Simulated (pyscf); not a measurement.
## H₂N–W(OH)(OH)(F)(F)–F (SMILES [NH2][W]([OH])([OH])([F])([F])[F]), singlet

Gas-phase minimum from PySCF at ωB97X-D3(BJ)/def2-SVP, one conformer. 

```xyz
11

N     -0.3274     0.0639    -1.4415
W     -0.3217    -1.3751    -0.1492
O      1.0409    -0.4749     0.7654
O     -1.6428    -0.5948     0.9343
F      1.1020    -2.4403    -0.7874
F     -1.3981    -2.1541    -1.4685
F     -0.6923    -2.8841     0.9516
H      0.1613     0.9478    -1.3206
H     -0.9121     0.0587    -2.2741
H      1.9775    -0.6167     0.5727
H     -1.9768    -1.0770     1.7032
```
Charge 0, spin multiplicity 1.

Bonded distances (Å): N1–W2 1.934, N1–H8 1.017, N1–H9 1.017, W2–O3 1.872, W2–O4 1.878, W2–F5 1.889, W2–F6 1.872, W2–F7 1.904, O3–H10 0.967, O4–H11 0.967. Bond angles (°): W2–N1–H8 124.4, W2–N1–H9 123.0, H8–N1–H9 112.2, N1–W2–O3 88.3, N1–W2–O4 94.3, N1–W2–F5 101.3, N1–W2–F6 80.6, N1–W2–F7 167.2, O3–W2–O4 91.7, O3–W2–F5 83.5, O3–W2–F6 164.3, O3–W2–F7 103.9, O4–W2–F5 163.6, O4–W2–F6 100.1 (the first ones only).

Properties at ωB97X-D3(BJ)/def2-SVP:

```
Property                                                                                                                                                                                                                                                         Value
---------------------------------------------------------------------------------------------------------------------  -----------------------------------------------------------------------------------------------------------------------------------------------
Harmonic wavenumbers, unscaled                                                                                         109, 141, 164, 215, 233, 250, 297, 327, 345, 492, 530, 561, 623, 632, 644, 667, 677, 693, 713, 760, 769, 781, 1524, 3589, 3698, 3881, 3890 cm⁻¹
Zero-point energy                                                                                                                                                                                                                                        38.9 kcal/mol
Rotational symmetry number                                                                                                                                                                                                                                           1
Entropy of this conformer at 298 K and 1 atm, rigid rotor and harmonic oscillator, modes under 100 cm⁻¹ raised to 100                                                                                                                                  393.9 J/(mol K)
Dipole moment                                                                                                                                                                                                                                                   3.90 D
```

Single-point totals, which compare only within one level:

| level | total energy (hartree) |
|---|---|
| ωB97X-D3(BJ)/def2-TZVP | -574.79751 |
| PBE/def2-TZVP | -574.27647 |
| r²SCAN/def2-TZVP | -574.55501 |
| B3LYP-D3(BJ)/def2-TZVP | -574.76005 |
| PBE0-D3(BJ)/def2-TZVP | -574.20097 |
| M06-2X/def2-TZVP | -574.39440 |
| ωB97M-D3(BJ)/def2-TZVP | -574.75629 |

Soft torsions are taken as harmonic, which can shift the entropy by several J/(mol K). Elements past Kr carry the def2 core potentials, without spin-orbit coupling.
